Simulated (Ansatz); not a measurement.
`CO[SiH](Cl)O[SiH3]` and `CO[SiH](F)O[SiH3]` differ in one element.

Ansatz, PBE0-D4/def2-TZVP geometries, multiplicity 1. Each molecule was computed in one conformer, which needn't be the lowest.

```
                                        property  `CO[SiH](Cl)O[SiH3]`
  size of the dipole moment (PBE/def2-TZVPP) / D                  1.32
         HOMO–LUMO gap (ωB97M-V/def2-TZVPP) / eV                 12.97
           LUMO energy (ωB97M-V/def2-TZVPP) / eV                  1.86
               HOMO energy (PBE/def2-TZVPP) / eV                 -7.16
size of the dipole moment (B3LYP/def2-TZVPP) / D                  1.36
              HOMO energy (PBE0/def2-TZVPP) / eV                 -8.73
```

(1) Give the same properties after the change, and the shifts. (Estimate.)

Answers

(1) Ansatz gave: 
| property | `CO[SiH](F)O[SiH3]` | shift |
| --- | --- | --- |
| size of the dipole moment (PBE/def2-TZVPP) / D | 1.46 | 0.14 |
| HOMO–LUMO gap (ωB97M-V/def2-TZVPP) / eV | 13.11 | 0.14 |
| LUMO energy (ωB97M-V/def2-TZVPP) / eV | 1.90 | 0.04 |
| HOMO energy (PBE/def2-TZVPP) / eV | -7.18 | -0.02 |
| size of the dipole moment (B3LYP/def2-TZVPP) / D | 1.53 | 0.17 |
| HOMO energy (PBE0/def2-TZVPP) / eV | -8.79 | -0.06 |

With PBE0 the HOMO falls by 0.06 eV and the LUMO rises by 0.05 eV, so the gap widens by about 0.11 eV. PBE moves the HOMO by -0.02 eV and ωB97M-V by -0.11 eV. Dipoles are sizes alone; their direction can turn.

B3LYP here is the variant with VWN-RPA as its local correlation; programs differ in this.
